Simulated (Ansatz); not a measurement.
Consider the silylene formation by 1,1-elimination: `CO[SiH](C)N` → CH₄ + `CO[Si]N`.

Program: Ansatz. Geometries: PBE0-D4/def2-TZVP. ΔE: electronic, gas phase. CBS: MP2 limit from def2 TZ/QZ plus the TZ coupled-cluster correction, frozen cores. This one scheme is used for every species. DFT in def2-TZVPP. B3LYP here is the variant with VWN-RPA as its local correlation; programs differ in this. HSE06 is defined as in plane-wave codes. One conformer a species, not always the lowest.

| level | ΔE (kJ/mol) | difference from CCSD(T)/CBS |
| --- | --- | --- |
| LDA (SPW92) | 134.3 | 11.2 |
| PBE-D4 | 111.3 | -11.8 |
| revPBE-D4 | 109.9 | -13.2 |
| BLYP-D4 | 95.3 | -27.8 |
| r2SCAN-D4 | 130.6 | 7.5 |
| B97M-V | 118.8 | -4.3 |
| PBE0-D4 | 128.0 | 4.9 |
| B3LYP-D4 | 111.4 | -11.7 |
| r2SCANh-D4 | 134.0 | 10.9 |
| r2SCAN0-D4 | 139.0 | 15.9 |
| HSE06-D4 | 127.5 | 4.4 |
| BHLYP-D4 | 128.8 | 5.7 |
| CAM-B3LYP-D4 | 121.3 | -1.8 |
| ωB97X-V | 130.6 | 7.5 |
| ωB97M-V | 116.3 | -6.8 |
| B2PLYP | 110.7 | -12.4 |
| PBE-QIDH | 136.0 | 12.9 |
| revPBE | 88.3 | -34.8 |
| BLYP | 77.5 | -45.6 |
| r2SCAN | 127.9 | 4.8 |
| PBE0 | 120.4 | -2.7 |
| B3LYP | 97.8 | -25.3 |
| r2SCANh | 131.3 | 8.2 |
| r2SCAN0 | 136.1 | 13.0 |
| HSE06 | 120.4 | -2.7 |
| BHLYP | 118.5 | -4.6 |
| CAM-B3LYP | 113.5 | -9.6 |
| LC-ωPBE | 135.3 | 12.2 |
| RPA@PBE/def2-TZVPP | 105.5 | -17.6 |
| HF/def2-SVP | 111.8 | -11.3 |
| MP2/def2-SVP | 115.0 | -8.1 |
| CCSD/def2-SVP | 102.3 | -20.8 |
| CCSD(T)/def2-SVP | 101.0 | -22.1 |
| MP2/def2-TZVPP | 130.2 | 7.1 |
| SCS-MP2/def2-TZVPP | 121.9 | -1.2 |
| CCSD/def2-TZVPP | 119.4 | -3.7 |
| HF/def2-QZVPP | 118.0 | -5.1 |
| SCS-MP2/def2-QZVPP | 124.8 | 1.7 |
| MP2/CBS(def2) | 134.4 | 11.3 |
| CCSD/CBS(def2) | 123.6 | 0.5 |
| CCSD(T)/CBS | 123.1 | 0 |

Largest T1 diagnostic among the species: 0.013.

From BLYP to BHLYP (50 % exact exchange), in def2-TZVPP and without D4, ΔE moves by +41.1 kJ/mol. The D4 term adds +13.6 kJ/mol with B3LYP and +7.6 kJ/mol with PBE0; it sums over pairs of atoms, weighted by their polarisabilities, and B3LYP, whose exchange is more repulsive, gets the larger term. At CCSD(T), def2-SVP lies −22.1 kJ/mol from the extrapolated value and def2-TZVPP −4.2 kJ/mol.

CCSD(T)/CBS has its own doubt, a few kJ/mol and more with outer-core shells, so smaller differences from it don't rank the levels.
